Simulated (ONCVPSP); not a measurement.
**Building the ONCV potential for tungsten (PBEsol, non-relativistic).**

ONCVPSP 4.0.1 input, shortened (lines: element, Z, core and valence counts, functional; n l f; lmax; l rc ep ncon nbas qcut; lloc lpopt rc5 dvloc0; l nproj debl; icmod fcfact rcfact), PBEsol, non-relativistic:

```
  W 74.00   10    4  -116133      upf
    1    0    2.00
    2    0    2.00
    2    1    6.00
    3    0    2.00
    3    1    6.00
    3    2   10.00
    4    0    2.00
    4    1    6.00
    4    2   10.00
    4    3   14.00
    5    0    2.00
    5    1    6.00
    5    2    4.00
    6    0    2.00
    3
    0    2.05    0.00    4    9    4.60
    1    1.65    0.00    4    8    8.90
    2    1.70    0.00    4    8    6.40
    3    1.65    0.04    3    7    7.30
    4    1    1.55    1.00
    0    2    1.70
    1    2    2.00
    2    1    3.60
    3    2    2.40
    4    0.50    0.00
```

All-electron outer shells of the reference configuration (PBEsol, non-relativistic, ld1.x):

```csv
shell,level (eV),outermost node (bohr),outermost maximum (bohr)
5s,-65.05,0.58,1.05
4f,-41.95,–,0.42
5p,-40.78,0.59,1.13
5d,-5.84,0.63,1.47
6s,-4.78,1.41,2.95
```

Does the generator finish with these settings?

Yes, a potential is produced and its reference levels are reproduced.

Estimate the cutoffs (Ha) at which the residual kinetic energy of the hardest occupied pseudo-wave falls to 1 and 0.1 mHa per electron.

26 Ha and 31 Ha. The cutoffs count occupied waves only; projector 2 of the f channel, the hardest unoccupied one, needs 144 Ha at the loose tolerance.

What does a ghost test show?

No bound ghost flagged; GHOST(+) flagged for f at 45.9 eV.

Which valence shell sets the plane-wave cutoff?

5p: 26 Ha for 1 mHa per electron, against 14 Ha for 5d.

Tests: 5s2 5p6 5d4 6s1; 5s2 5p6 5d4 6s0; 5s2 5p6 5d3 6s0; 5s2 5p6 5d3 6s2 6p1. Which has the largest error in its energy relative to the reference configuration, and how large is it?

5s2 5p6 5d4 6s0, with -7.8 meV (all-electron minus pseudo) on +21.57 eV.
